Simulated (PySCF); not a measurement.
## Sn (tin, neutral) across methods

[Kr] 4d10 5s2 5p1 6s1, 6s spin antiparallel (an excited configuration). Computed with PySCF 2.14 in aug-cc-pVQZ-DK3 (9s8p6d3f2g, 102 functions), with scalar relativity by spin-free X2C-1e. The B2PLYP total includes its PT2 part (frozen core); its orbital energies are those of the SCF part.

```
   method  E (hartree)  mean ε 5s β (eV)  mean ε 5p α (eV)  mean ε 6s β (eV)  Σ⟨r²⟩ (bohr²)   ⟨S²⟩
   r2SCAN     -6176.11           -13.194            -6.846            -1.868          97.28  1.005
BHandHLYP     -6176.09           -15.008            -8.239            -2.225          97.83  1.003
   B2PLYP     -6175.42           -14.872            -8.258            -2.229          98.65  1.004
      UHF  -6173.36890           -15.869            -9.902            -2.661          101.2  1.011
    B3LYP     -6176.18           -14.073            -7.198            -2.003          97.01  1.002
     PBE0     -6175.77           -14.107            -7.481            -2.151          98.34  1.003
      LDA     -6170.07           -13.545            -6.512            -1.820          96.00  1.001
```

(1) Estimate the same row for PBE.

The outer electron is Rydberg-like, and this basis confines it to a smaller radius and binds it less than a complete one would. With the s spin flipped the determinant is a mixture of two multiplicities, not a spectroscopic state.

## Answers

(1) E (hartree) = -6175.69; mean ε 5s β (eV) = -13.182; mean ε 5p α (eV) = -6.483; mean ε 6s β (eV) = -1.857; Σ⟨r²⟩ (bohr²) = 97.66; ⟨S²⟩ = 1.002.
